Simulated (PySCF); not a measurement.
C4H10Si2, SMILES C(=C\[SiH3])/[SiH2]C=C.

Geometry: B3LYP-D3(BJ)/def2-SVP. The structure was generated by enumeration; whether it is a known compound was not checked. Other conformers were not sampled.

Calculation: SMD-M06-2X/def2-SVP run with PySCF.

Solvation free energies are E(SMD) − E(gas) at the gas-phase geometry, for 1 M in both phases. In vacuum the dipole moment is 0.73 D.

Computed solvation free energies in water, ethylethanoate, acetonitrile:
| solvent | ΔG(solv) (kcal/mol) | its non-electrostatic (CDS) part | dipole (D) |
|---|---|---|---|
| water | 4.1 | 6.4 | 0.92 |
| ethylethanoate | -1.2 | 0.5 | 0.88 |
| acetonitrile | -1.1 | 1.1 | 0.91 |
